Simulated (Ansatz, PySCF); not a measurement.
Energy difference 2 R1 → P1, each structure at its B3LYP-D3(BJ)/def2-TZVP stationary point, reached from a drawn start (curvature not checked).
R1, Cl2Cu (SMILES [Cl][Cu][Cl]) (charge 0, multiplicity 2, Z-matrix in Å and degrees):
```
Cu
Cl 1 2.0797
Cl 1 2.0797 2 179.85
```
P1, Cl4Cu2 (SMILES [Cl][Cu]1<-[Cl][Cu]([Cl])<-[Cl]1) (charge 0, multiplicity 3):
```xyz
6

Cu     1.573    -0.124    -0.002
Cu    -1.573     0.122     0.002
Cl     0.113     1.621    -0.014
Cl    -0.113    -1.623     0.013
Cl     3.660     0.122    -0.008
Cl    -3.661    -0.117     0.008
```

P less R. No zero-point or thermal terms; open shells are unrestricted; no spin–orbit coupling. One arrangement of each flexible species, with no search for the lowest. The spin states of the d-block species are the ones drawn and need not be the lowest.

Frozen-core correlation throughout.

The values were computed with Ansatz (Gaussian basis) for Hartree–Fock, density functionals and correlated methods; PySCF for the D3/D4 terms. Each number belongs to the level named beside it.

Q: One of these levels gives -31.29 kcal/mol for the reaction energy. Which?
A. revPBE-D3(BJ)/def2-TZVPP
B. revPBE/def2-TZVPP
C. CCSD(T)/def2-SVP
D. r2SCAN/def2-TZVPP

A: A, revPBE-D3(BJ)/def2-TZVPP. The others give -24.42 (revPBE/def2-TZVPP), -37.33 (r2SCAN/def2-TZVPP), -52.97 (CCSD(T)/def2-SVP)

Ansatz is an electronic-structure program.
